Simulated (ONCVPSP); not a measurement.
tungsten (W), ONCV: configuration errors across variants

W (Z = 74), optimised norm-conserving Vanderbilt (ONCV), made with ONCVPSP 4.0.1 (PBE, scalar-relativistic). Core [Kr] 4d10, reference 4f14 5s2 5p6 5d4 6s2. Waves: 5s+6s: rc 1.60 bohr, ncon 4, nbas 8, qcut 6.1 1/bohr, 2 projectors; 5p: rc 1.75 bohr, ncon 3, nbas 6, qcut 6.3 1/bohr, 2 projectors, debl 1.2 Ha; 5d: rc 2.40 bohr, ncon 4, nbas 8, qcut 6.3 1/bohr, 2 projectors, debl 0.4 Ha; 4f: rc 0.85 bohr, ncon 4, nbas 8, qcut 20.4 1/bohr, 2 projectors, debl 1.8 Ha. Local part: polynomial inside 0.65 bohr (lpopt 4, dvloc0 1 Ha). Core correction: polynomial model core, fcfact 0.65.

In the p channel the program set the typed energies aside and used -1.588, 0.250 Ha.

All-electron excitation energies from the reference (eV): (1) 4f14 5s2 5p6 5d4 6s1 8.883; (2) 4f14 5s2 5p6 5d4 6s0 24.563; (3) 4f14 5s2 5p6 5d3 6s0 49.946; (4) 4f14 5s2 5p6 5d4 6s0 6p2 9.260.

2 further variants failed, have other tests or another functional or relativity, and are left out.

A true bound ghost makes a file unfit for plane-wave use even where its test errors are small: the radial tests pick states by their node count and pass the ghost by.

Errors AE − PS in meV (a dash: test not solved or not reliable):

```tsv
change	(1)	(2)	(3)	(4)	bound ghosts	GHOST(+) flags above zero
base	-3.9	-13	-13	-4.7	s	p, d
core correction polynomial model core, fcfact 0.92	-3.9	-13	-13	-4.7	s	p, d
all radii but the core radius scaled by about 0.97 (s 1.54, p 1.70, d 2.32, f 0.82 bohr); local potential polynomial inside 0.62 bohr (lpopt 4, dvloc0 1 Ha)	-3.8	-12	-13	-4.2	s, p	d
f: rc 0.9	-3.9	-13	-13	-4.7	s	p, d
p: qcut 8	-4.0	-13	-13	-5.1	s	p, d
s: qcut 4.8; p: qcut 5; d: qcut 5; f: qcut 16.1	-3.9	-15	-14	-6.6	s	p, d
local potential polynomial inside 0.60 bohr (lpopt 5, dvloc0 4 Ha)	–	-13	-13	-4.9	s, p	d
d: nbas 9	-3.9	-13	-13	-4.7	s, d	p
```

Q: Give the same row for: local potential polynomial inside 0.65 bohr (lpopt 4, dvloc0 -2.5 Ha).

A: –, -13, -13, -4.6; bound ghosts: s, p; GHOST(+) flags above zero: d.
